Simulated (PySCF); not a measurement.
**S (sulfur, neutral) across methods**

[Ne] 3s1 3p4 4s1, high-spin 5P determinant (an excited configuration). Calculation: PySCF 2.14, in aug-cc-pV(T+d)Z (6s5p4d2f, 55 functions); the non-relativistic Hamiltonian (point nucleus). The B2PLYP total includes its PT2 part (frozen core); its orbital energies are those of the SCF part.

```csv
method,E (hartree),mean ε 3p α (eV),mean ε 3p β (eV),mean ε 4s α (eV),Σ⟨r²⟩ (bohr²),⟨S²⟩
B2PLYP,-397.3643,-15.556,-11.457,-2.424,46.06,6.005
PBE,-397.3234,-12.590,-9.730,-1.697,45.79,6.003
BLYP,-397.4957,-12.246,-9.763,-1.480,45.77,6.003
PBE0,-397.3521,-14.196,-10.723,-2.167,45.89,6.003
UHF,-396.90409,-18.362,-12.239,-3.191,46.48,6.010
M06-L,-397.4633,-13.105,-9.733,-1.511,45.85,6.005
LDA,-396.1075,-12.600,-9.700,-1.807,45.72,6.002
wB97X-V,-397.4047,-16.514,-13.115,-3.336,45.93,6.003
r2SCAN,-397.4735,-13.233,-9.855,-1.726,46.12,6.006
```

The outer electron is Rydberg-like, and this basis confines it to a smaller radius and binds it less than a complete one would.
